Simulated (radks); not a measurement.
Results of a calculation; reference values are marked as such.
Lu2+, configuration [Xe] 4f14 6s1. Code: a radial shooting solver on a logarithmic mesh with Libxc functionals. Model: non-relativistic Kohn-Sham, exchange-only B88, spin-polarised, spherical densities, point nucleus; open shells are filled with parallel spins first (spin-orbit coupling, left out, can overturn this in heavy ions); relativity is left out, which matters for an element this heavy.

Normalised radial functions P(r) = r R(r), r in bohr:

r	4f down	6s up
0.002767	0.0000	0.0293
0.00378	0.0000	0.0370
0.005123	0.0000	0.0452
0.006943	0.0000	0.0527
0.009409	0.0000	0.0576
0.01275	0.0001	0.0564
0.01728	0.0004	0.0447
0.02342	0.0013	0.0185
0.03174	0.0038	-0.0223
0.04302	0.0108	-0.0679
0.0583	0.0287	-0.0945
0.07902	0.0711	-0.0704
0.108	0.1647	0.0183
0.1463	0.3341	0.1164
0.1983	0.5938	0.1203
0.2687	0.9033	-0.0211
0.3642	1.1519	-0.1817
0.4936	1.2147	-0.1466
0.6689	1.0632	0.1031
0.9066	0.7864	0.3156
1.229	0.4963	0.2384
1.665	0.2639	-0.1214
2.275	0.1109	-0.5158
3.083	0.0359	-0.6492
4.178	0.0079	-0.4713
5.663	0.0010	-0.1960
7.675	0.0001	-0.0423
10.4	0.0000	-0.0040

4f down: eigenvalue -31.163 eV, 0 radial nodes, <r> = 0.690 bohr, 90 % of the charge inside 1.17 bohr. 6s up: eigenvalue -16.435 eV, 5 radial nodes at r = 0.0272, 0.102, 0.260, 0.599, 1.52 bohr, <r> = 3.29 bohr, 90 % of the charge inside 4.70 bohr.
